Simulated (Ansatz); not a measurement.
AlSi7H16⁻, a doped cluster cut from the lattice of silicon (Al on a surface site). The state is a singlet with charge -1. Geometry PBE-D4/def2-SVP, basis def2-TZVPD, Ansatz.

```json
{"run": "A", "HOMO (eV)": "-2.56", "LUMO (eV)": "1.64"}
{"run": "B", "HOMO (eV)": "-3.31", "LUMO (eV)": "2.13"}
{"run": "C", "HOMO (eV)": "-3.43", "LUMO (eV)": "2.25"}
{"run": "D", "HOMO (eV)": "-2.23", "LUMO (eV)": "1.61"}
{"run": "E", "HOMO (eV)": "-2.39", "LUMO (eV)": "1.45"}
```

The runs used BLYP, PBE, PBE0, r2SCAN, r2SCAN0. Estimate which is which.

A r2SCAN (0 % exact exchange); B PBE0 (25 % exact exchange); C r2SCAN0 (25 % exact exchange); D BLYP (0 % exact exchange); E PBE (0 % exact exchange). Exact exchange lowers occupied and raises empty levels; among semilocal functionals meta-GGAs tend to open the gap a little, and such runs are hard to tell apart. The gap grows from 3.83 eV (PBE) to 5.68 eV (r2SCAN0).
